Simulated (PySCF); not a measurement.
Vertical excitation energies

Compound: C7H11ClO.
SMILES with atom numbers: `[CH3:1]/[C:2](=[CH:3]/[CH:4]([CH3:5])[CH3:6])[C:7](=[O:8])[Cl:9]` (hydrogens: H10, H11, H12 on C1; H13 on C3; H14 on C4; H15, H16, H17 on C5; H18, H19, H20 on C6)

The calculation used PySCF 2.14.0, density-fitted response routines, TDDFT PBE0/def2-SVPD, vertical, gas phase, core orbitals frozen in the response. The structure is a single PBE0-D3(BJ)/def2-SVP conformer in the gas phase; no vibrational or solvent corrections. Torsions of this conformer, `[CH3:1]/[C:2](=[CH:3]/[CH:4]([CH3:5])[CH3:6])[C:7](=[O:8])[Cl:9]`: C2–C3–C4–C5 146°, C1–C2–C7–O8 -165°.

```
state  E (eV)  λ (nm)       f  |μ| (D)  main configurations (H = HOMO, L = LUMO)
   S1    4.42   280.5  0.0032     0.44                     H-1→L (88%), H→L (8%)
   S2    5.20   238.4   0.281     3.77                     H→L (88%), H-1→L (8%)
   S3    5.61   220.9  0.0013     0.25                               H-2→L (96%)
   S4    6.04   205.3   0.018     0.88                               H-3→L (88%)
   S5    6.38   194.4  0.0011     0.22                  H-4→L (74%), H-5→L (20%)
   S6    6.49   191.1  0.0027     0.33                  H-5→L (74%), H-4→L (21%)
   S7    6.87   180.4  0.0062     0.49                               H-6→L (94%)
   S8    7.10   174.7  0.0065     0.49                               H→L+1 (94%)
   S9    7.33   169.2  0.0032     0.34                               H→L+2 (95%)
  S10    7.60   163.1   0.059     1.43              H-1→L+1 (46%), H-1→L+4 (10%)
```

Triplets, Tamm–Dancoff:

| state | E (eV) | λ (nm) | main configurations (H = HOMO, L = LUMO) |
| --- | --- | --- | --- |
| T1 | 3.29 | 377.1 | H→L (93%) |
| T2 | 4.02 | 308.8 | H-1→L (92%) |
| T3 | 5.23 | 237.0 | H-3→L (81%) |
| T4 | 5.47 | 226.7 | H-2→L (89%) |

The lowest singlet comes at 280 nm (427 kJ/mol) in the ultraviolet; it is very weak; its leading configuration is HOMO-1→LUMO (88%). The strongest level in the table is S2 at 5.20 eV (238 nm, f = 0.281). Löwdin shares by element: HOMO carbon 63% or more, oxygen 9% (atoms not listed hold the other 28%); LUMO carbon 60% or more, oxygen 20% (atoms not listed hold the other 20%). The oscillator strengths of these states sum to 0.382; summed over the whole spectrum of an exact calculation they would give the number of electrons, 78 (Thomas–Reiche–Kuhn). The listed states span 3.18 eV, and the widest gap between neighbours is 0.78 eV (S1 to S2). Weighted by f, the mean energy of these states is 5.70 eV. All these states lie below the vertical ionisation energy of 9.58 eV (ΔSCF). Only the lowest 10 singlets were computed, as vertical energies without vibronic structure.

Time: 7.5 min; peak memory 1.2 GiB. Hardware: one thread, Arm Neoverse V2 (aarch64), on a shared host.
